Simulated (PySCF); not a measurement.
## A small calculation by hand: entropy of an ideal gas

BeF2, SMILES [F][Be][F].

The structure is a stationary point at r2SCAN-D4/def2-TZVP. The isomer is the one that the SMILES or the coordinates give; other isomers of the formula were not compared.

r2SCAN-D4/def2-TZVP run with PySCF gives the harmonic wavenumbers 345, 345, 716, 1558 cm⁻¹ and the rotational temperature 0.3343 K. The molar mass is 47.01 g/mol, the symmetry number 2, the spin multiplicity 1.

Work out the entropy at 298.15 K and 1 atm in the rigid-rotor, harmonic-oscillator model.


Translation (Sackur–Tetrode at 1 atm): S = R[1.5 ln M + 2.5 ln T − 1.16487] = 156.8 J/(mol K).
Rotation: q = T/(σ θ) = 446, S = R[ln q + 1] = 59.0 J/(mol K).
Vibration: with u = 1.4388 ν/T, each mode gives R[u/(e^u − 1) − ln(1 − e^−u)]:
```
ν (cm⁻¹)  modes     u  S (J/(mol K))
--------  -----  ----  -------------
345           2  1.66           9.95
716           1  3.46           1.20
1558          1  7.52           0.04
```
These are all the modes. Sum 11.2 J/(mol K).
Spin: R ln 1 = 0.0 J/(mol K).
Total 227.0 J/(mol K); the program's own thermochemistry gives 227.0. Translation makes up 69 % and vibration 5 %. Anharmonicity, hindered rotation and orbital degeneracy are left out.
